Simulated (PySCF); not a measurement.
Ionisation energy of Ni by level of theory

Ni [Ar] 3d8 4s2 (3F) → Ni+ [Ar] 3d9 (2D), as a difference of total energies. Calculation: PySCF 2.14, in cc-pVDZ-DK; scalar relativity by spin-free X2C-1e. Correlated levels: valence: [Ar] frozen. The calculations carry no spin-orbit coupling.

| method | ionisation energy (eV) |
| --- | --- |
| UHF | 8.182 |
| LDA | 7.772 |
| MP2 (valence) | 6.941 |
| SCS-MP2 (valence) | 7.181 |

Task: How much does correlation contribute at MP2 (valence)?

Result: 6.941 − (8.182) = -1.241 eV, measured against UHF.

The reference lies between the lowest fine-structure levels, while these numbers refer to the centres of the terms.

Errors of the correlated levels include the incompleteness of this basis and the frozen core.

MP2 underrates the near-degeneracy of ns² with np² in the lower species.

For comparison: 7.640 eV (measured; NIST Atomic Spectra Database, ionization energies).
